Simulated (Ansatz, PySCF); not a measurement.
Here is a job for PySCF.
```python
from pyscf import gto, scf, dft

mol = gto.M(
    atom='''
I    -0.000000   -0.000000   -1.331921
I     0.000000    0.000000    1.331921
''',
    basis='def2-svp',
    ecp={'I': 'def2-svp'},
    charge=0,
    spin=0,
    verbose=4,
)

mf = dft.RKS(mol)
mf.xc = 'b3lyp5'
mf.grids.atom_grid = (99, 590)
mf.grids.prune = None
mf.kernel()
```

**Question.** Convert this to an input for Ansatz (an electronic-structure program).

**Answer.** This is not unique; one that fits is 
Ansatz 0.2 input:
```yaml
crystal:
  periodic: [false, false, false]
  atoms:
    - {symbol: I, position_ang: [-0.00000000, -0.00000000, -1.33192124]}
    - {symbol: I, position_ang: [0.00000000, 0.00000000, 1.33192124]}
basis:
  gaussian:
    orbitals: def2-SVP
hamiltonian:
  xc: b3lyp5
accuracy: high
```

Both were run: PySCF gave -595.411683 Eh and Ansatz -595.411686 Eh, 0.004 mEh apart.
